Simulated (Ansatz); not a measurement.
`[O]=[Mo]([F])([F])([Cl])[Cl]` and `[O]=[W]([F])([F])([Cl])[Cl]` differ in one element.

Ansatz, PBE0-D4/def2-TZVP geometries, multiplicity 1. 

Elements past krypton have def2 core potentials.

```tsv
property	`[O]=[Mo]([F])([F])([Cl])[Cl]`
LUMO energy (B3LYP/def2-TZVPP) / eV	-5.49
ideal-gas entropy at 298 K and 1 bar (rigid rotor, harmonic PBE0-D4/def2-TZVP) / J/(mol·K)	372
HOMO–LUMO gap (PBE0/def2-TZVPP) / eV	4.24
HOMO–LUMO gap (ωB97M-V/def2-TZVPP) / eV	8.47
size of the dipole moment (B3LYP/def2-TZVPP) / D	0.87
HOMO energy (PBE0/def2-TZVPP) / eV	-9.55
```

Question: Give the same properties after the change, and the shifts. (An estimate is asked.)

Answer: Ansatz gave: 
```
                                                                                  property  `[O]=[W]([F])([F])([Cl])[Cl]`  shift
                                                       LUMO energy (B3LYP/def2-TZVPP) / eV                          -4.72   0.77
ideal-gas entropy at 298 K and 1 bar (rigid rotor, harmonic PBE0-D4/def2-TZVP) / J/(mol·K)                            377      5
                                                      HOMO–LUMO gap (PBE0/def2-TZVPP) / eV                           5.09   0.85
                                                   HOMO–LUMO gap (ωB97M-V/def2-TZVPP) / eV                           9.40   0.93
                                          size of the dipole moment (B3LYP/def2-TZVPP) / D                           0.94   0.07
                                                        HOMO energy (PBE0/def2-TZVPP) / eV                          -9.61  -0.06
```

With PBE0 the HOMO falls by 0.06 eV and the LUMO rises by 0.79 eV, so the gap widens by about 0.85 eV. PBE moves the HOMO by -0.04 eV and ωB97M-V by -0.09 eV. Dipoles are sizes alone; their direction can turn.

B3LYP here is the variant with VWN-RPA as its local correlation; programs differ in this.
